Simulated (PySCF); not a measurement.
**Ge⁺ (germanium, charge +1) across methods**

[Ar] 3d10 4s1 4p1 4d1, one real determinant (an excited configuration). Calculation: PySCF 2.14, in aug-cc-pwCVDZ-PP with ECP10MDF; scalar relativity through the core potential.

| method | E (hartree) | mean ε 4s α (eV) | mean ε 4p α (eV) | mean ε 4d α (eV) | Σ⟨r²⟩ (bohr²) | ⟨S²⟩ |
| --- | --- | --- | --- | --- | --- | --- |
| TPSS | -293.5651 | -24.043 | -14.945 | -5.331 | 38.81 | 3.751 |
| PBE0 | -293.5989 | -25.449 | -16.085 | -5.777 | 38.98 | 3.751 |
| HSE06 | -293.5926 | -25.071 | -15.665 | -5.420 | 39.02 | 3.751 |
| LDA | -293.1428 | -24.365 | -14.913 | -5.275 | 38.65 | 3.751 |
| BHandHLYP | -293.4809 | -26.719 | -17.052 | -5.916 | 39.22 | 3.750 |
| r2SCAN0 | -293.5067 | -25.863 | -16.411 | -5.683 | 38.92 | 3.751 |
| UHF | -292.51361 | -29.142 | -19.359 | -6.582 | 39.95 | 3.751 |
| r2SCAN | -293.5145 | -24.568 | -15.311 | -5.297 | 38.74 | 3.751 |
| PBE | -293.6340 | -24.019 | -14.851 | -5.382 | 38.78 | 3.751 |

⟨L²⟩ = 8.00 against 12 for a pure F term, so this real determinant mixes terms. Energies and moments cover only the electrons outside the core potential. The outer electron is Rydberg-like, and this basis confines it to a smaller radius and binds it less than a complete one would.
